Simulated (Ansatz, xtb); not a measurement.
Two isomers of C5H4OS3

Structure I: `O=C1C(=S)CSCC1=S`, a singlet. Structure II: `O=C1C(=S)CSC=C1S`, a singlet. Both are isolated molecules in the gas phase, relaxed with PBE-D3(BJ)/def2-SVP; each stands in its lowest conformer found.

I (Å):

```yaml
atoms:
  - { symbol: C, position_ang: [-2.0794, -1.5094, 0.0433] }
  - { symbol: C, position_ang: [-1.1776, -2.6000, 0.6108] }
  - { symbol: C, position_ang: [0.3010, -2.2962, 0.6786] }
  - { symbol: C, position_ang: [-0.1131, -0.3897, -1.2092] }
  - { symbol: C, position_ang: [-1.5736, -0.7767, -1.1944] }
  - { symbol: O, position_ang: [-3.1644, -1.2576, 0.5357] }
  - { symbol: S, position_ang: [-1.8347, -4.0244, 1.0761] }
  - { symbol: S, position_ang: [0.8830, -1.9181, -1.0193] }
  - { symbol: S, position_ang: [-2.6040, -0.4825, -2.4309] }
  - { symbol: H, position_ang: [0.5143, -1.4284, 1.3419] }
  - { symbol: H, position_ang: [0.8598, -3.1789, 1.0411] }
  - { symbol: H, position_ang: [0.1537, 0.0722, -2.1779] }
  - { symbol: H, position_ang: [0.1355, 0.3157, -0.3849] }
```

II (Å):

```json
{"atom": "C", "x (Å)": "-1.6958", "y (Å)": "-1.8684", "z (Å)": "-0.5699"}
{"atom": "C", "x (Å)": "-1.0438", "y (Å)": "-2.6133", "z (Å)": "0.5732"}
{"atom": "C", "x (Å)": "0.4472", "y (Å)": "-2.4846", "z (Å)": "0.7066"}
{"atom": "C", "x (Å)": "0.0160", "y (Å)": "-0.0206", "z (Å)": "-0.3542"}
{"atom": "C", "x (Å)": "-1.0955", "y (Å)": "-0.5677", "z (Å)": "-0.9615"}
{"atom": "O", "x (Å)": "-2.7336", "y (Å)": "-2.2819", "z (Å)": "-1.0953"}
{"atom": "S", "x (Å)": "-1.9226", "y (Å)": "-3.5846", "z (Å)": "1.5585"}
{"atom": "S", "x (Å)": "1.0760", "y (Å)": "-0.7611", "z (Å)": "0.7901"}
{"atom": "S", "x (Å)": "-1.9840", "y (Å)": "0.3204", "z (Å)": "-2.2006"}
{"atom": "H", "x (Å)": "0.8090", "y (Å)": "-3.0116", "z (Å)": "1.6085"}
{"atom": "H", "x (Å)": "0.9252", "y (Å)": "-2.9354", "z (Å)": "-0.1943"}
{"atom": "H", "x (Å)": "0.3236", "y (Å)": "1.0088", "z (Å)": "-0.6047"}
{"atom": "H", "x (Å)": "-2.9029", "y (Å)": "-0.7082", "z (Å)": "-2.2462"}
```

Task: Estimate which is lower in electronic energy at CCSD(T)/def2-SVP + ΔMP2/def2-TZVPP, and by roughly how much.

Result: The CCSD(T)/def2-SVP + ΔMP2/def2-TZVPP calculation puts structure II lower, by 0.322 eV.

The same difference at several levels:

```csv
level,geometry,E(II) − E(I) (eV),departure from the last row (eV),"job, with rough time for the two"
PBE-D3(BJ)/def2-SVP,PBE-D3(BJ)/def2-SVP,−0.562,−0.239,"optimisation, 2.5 min"
HF/def2-SVP,PBE-D3(BJ)/def2-SVP,−0.192,+0.130,part of the CCSD(T) run
MP2/def2-SVP,PBE-D3(BJ)/def2-SVP,−0.216,+0.106,part of the CCSD(T) run
CCSD(T)/def2-SVP,PBE-D3(BJ)/def2-SVP,−0.205,+0.117,single point
CCSD(T)/def2-SVP + ΔMP2/def2-TZVPP,PBE-D3(BJ)/def2-SVP,−0.322,,"single point, 9.7 min"
```

As drawn, II has 1 C–S, 1 C=C, 1 S–H in place of 1 C–C, 1 C=S, 1 C–H.

None of the levels shown reverses the order. The largest departure from CCSD(T)/def2-SVP + ΔMP2/def2-TZVPP is that of PBE-D3(BJ)/def2-SVP, 0.239 eV. No reliable frequencies are at hand for I, so it isn't confirmed as a minimum. Levels run at GFN2-xTB geometries aren't shown. The last row adds to CCSD(T) the change of the MP2 difference between the two basis sets, here −0.117 eV.

The correlated steps freeze 21 core orbitals. Codes used: Ansatz 0.2.0, xtb 6.7.1; the last row on 2 threads of Intel(R) Xeon(R) Processor @ 2.50GHz (Skylake/Cascade Lake) on a shared host.
